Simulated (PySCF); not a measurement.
# I²⁺ (iodine, charge +2) across methods

[Kr] 4d10 5s2 5p3, high-spin 4S determinant. Calculation: PySCF 2.14, in aug-cc-pVDZ-PP with ECP28MDF; a scalar-relativistic core potential.

```
method  E (hartree)  mean ε 5s α (eV)  mean ε 5s β (eV)  mean ε 5p α (eV)  Σ⟨r²⟩ (bohr²)   ⟨S²⟩
r2SCAN    -294.7212           -37.982           -34.464           -25.966          39.92  3.751
  PBE0    -294.6154           -39.350           -35.577           -26.867          40.00  3.751
   LDA    -294.1619           -37.213           -35.096           -25.514          40.01  3.750
   PBE    -294.5900           -37.036           -34.545           -25.452          40.01  3.750
revPBE    -294.6540           -36.999           -34.352           -25.429          39.97  3.751
 B3LYP    -294.6897           -38.779           -35.707           -26.429          40.05  3.750
 TPSSh    -294.5110           -38.140           -34.761           -26.116          40.00  3.751
   M06    -294.6673           -38.672           -36.272           -26.476          40.03  3.750
   UHF   -293.65440           -45.290           -37.245           -30.272          40.43  3.751
```

Energies and moments cover only the electrons outside the core potential.
